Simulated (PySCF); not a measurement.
In(Cl)(Br)(OH) (BrClHInO), SMILES [OH][In]([Cl])[Br].

The structure is a stationary point at B3LYP-D3(BJ)/def2-SVP. The structure was generated by enumeration; whether it is a known compound was not checked. The def2 effective core potentials stand for the cores of In; spin–orbit coupling is left out. Other conformers were not sampled.

Level of theory: PBE/def2-TZVP (PySCF).

Isolated molecule, no solvent.

The total energy comes out as -3299.83998 hartree and the point group is Cs. The highest occupied level is -7.47 eV and the lowest empty level is -3.74 eV. The orbital gap is 3.73 eV. The dipole moment comes out as 1.12 D and the quadrupole, principal values (traceless, Buckingham form, about the centre of nuclear charge) comes out as -10.53, 5.07, 5.46 D·Å. The mean static polarisability is 74.4 bohr³ (11.02 Å³) and the polarisability, principal values comes out as 49.5, 76.4, 97.1 bohr³.
